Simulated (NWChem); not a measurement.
System: BeSiH4Se; SMILES [SiH3][Be][SeH]

```xyz
7

Be    -0.0175    -0.5843     0.0057
Se    -0.0332     1.4578     0.0000
H      1.4416     1.4580    -0.0005
Si    -0.0146    -2.7651     0.0001
H     -1.1915    -3.3200    -0.7464
H     -0.0618    -3.3413     1.3836
H      1.2161    -3.3136    -0.6599
```
Atoms are numbered in this order, from 1.

Program: NWChem. The geometry was optimised at PBE0/def2-SVP.

Task: Estimate the computed values for PBE0/def2-SVP. Quantities: highest occupied level (eV); orbital gap (eV); dipole (D).

Result: 
```json
{
  "highest occupied level (eV)": "-7.40",
  "orbital gap (eV)": "5.81",
  "dipole (D)": "0.76"
}
```
